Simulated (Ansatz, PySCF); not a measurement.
System: 2,2-difluoropropanal, C3H4F2O (charge 0, singlet). 
Geometry from a B3LYP-D3(BJ)/def2-TZVP (Ansatz, a quantum-chemistry and plane-wave program) optimisation:
```
C
F 1 1.3754
F 1 1.3754 2 106.16
C 1 1.4977 2 110.86 3 120.47
H 4 1.0884 1 109.77 2 -179.11
H 4 1.0884 5 108.70 1 120.08
H 4 1.0890 5 109.80 6 120.14
C 1 1.5361 2 105.97 3 -112.39
O 8 1.1968 1 123.57 2 -123.74
H 8 1.1067 9 123.17 1 180.00
```
Charge 0, spin multiplicity 1.

Dipole moments at this geometry, in debye (magnitudes).

| level | program | dipole (D) |
|---|---|---|
| SVWN5/def2-TZVPD | Ansatz | 0.86 |
| PBE/def2-TZVPD | Ansatz | 0.84 |
| BLYP/def2-TZVPD | Ansatz | 0.83 |
| revPBE/def2-TZVPD | Ansatz | 0.83 |
| B97M-V/def2-TZVPD | Ansatz | 0.83 |
| TPSSh/def2-TZVPD | PySCF | 0.81 |
| r2SCAN0/def2-TZVPD | Ansatz | 0.82 |
| LC-wPBE/def2-TZVPD | Ansatz | 0.79 |
| CCSD(T)/aug-cc-pVDZ | Ansatz | 0.73 |
